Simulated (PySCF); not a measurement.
Compound: C₇H₁₁O (doublet state).
Numbering: `[CH3:1][C:2]1[O:3][C@H:4]([CH3:5])[C:6]12[CH2:7][CH2:8]2` (hydrogens: H9, H10, H11 on C1; H12 on C4; H13, H14, H15 on C5; H16, H17 on C7; H18, H19 on C8)

The calculation used UKS B3LYP, pcH-1 on C H O, non-relativistic, mean-field spin-orbit, GIAO in PySCF 2.14.0. Geometry: GFN2-xTB; no solvent, vibrations or thermal averaging. The geometry wasn't refined by DFT: couplings that depend on bond lengths, twists or pyramidal angles can differ widely from those at the functional's own minimum. No stability test was run, so a lower SCF solution isn't excluded.

(1) Break the g tensor into its mass correction, gauge correction and orbital-Zeeman/spin–orbit terms.

(2) Average each term over the three axes. Which is largest in size?

(3) What are the electron Larmor frequencies g μB B/h along the three axes at 3350 mT?

(4) In a frozen sample, at which fields do the three g values resonate at 9.5, 34, 94 and 263 GHz (hyperfine left aside), and which band first spreads them over more than twice a line width of 0.3 mT?

## Answers

(1) 
```tsv
Δg (ppm)	1	2	3
relativistic mass correction	-198	-198	-198
gauge correction	7	41	50
orbital Zeeman/spin–orbit	-40	1321	2367
total	-231	1165	2220
```

So g = 2.00209, 2.00348, 2.00454 and g_iso = 2.00337; the tensor is rhombic: the two nearest values differ by 43 % of g3 − g1. 

(2) The orbital-Zeeman/spin–orbit term 1216, the mass correction -198 and the gauge correction 33 ppm, for a total of 1051 ppm. The orbital-Zeeman/spin–orbit term is the largest in size. The mass correction is the same along every axis, so the anisotropy comes from the other two: their spans along these axes are 43 (gauge) and 2408 ppm (orbital Zeeman/spin–orbit).

(3) 93.8728, 93.9382, 93.9877 GHz for g1, g2 and g3, a range of 114.9 MHz.

(4) 
```json
{"band": "X", "GHz": "9.5", "B(g3) mT": "338.61", "B(g2) mT": "338.79", "B(g1) mT": "339.02", "spread mT": "0.41"}
{"band": "Q", "GHz": "34.0", "B(g3) mT": "1211.86", "B(g2) mT": "1212.50", "B(g1) mT": "1213.34", "spread mT": "1.48"}
{"band": "W", "GHz": "94.0", "B(g3) mT": "3350.44", "B(g2) mT": "3352.20", "B(g1) mT": "3354.54", "spread mT": "4.10"}
{"band": "J", "GHz": "263.0", "B(g3) mT": "9374.10", "B(g2) mT": "9379.04", "B(g1) mT": "9385.58", "spread mT": "11.47"}
```

The spread grows in proportion to the frequency. Q band is the first where it exceeds 0.6 mT.

The Mulliken spin populations are largest on C2 (+0.80), O3 (+0.12), H11 (+0.07) and C1 (-0.07). No atom but C2 exceeds +0.15. The positive populations add up to 1.14 and the negative ones to -0.14, together 2S = 1. The angles at C2 add up to 353.0°, so it is slightly pyramidal.

The HOMO–LUMO gaps are 5.05 eV among the α and 7.38 eV among the β orbitals.

On an Arm Neoverse V2 with one thread, no GPU, shared host, this took 70 s of wall time (with the writing of density and orbital grids) and 0.97 GiB of memory at its peak.
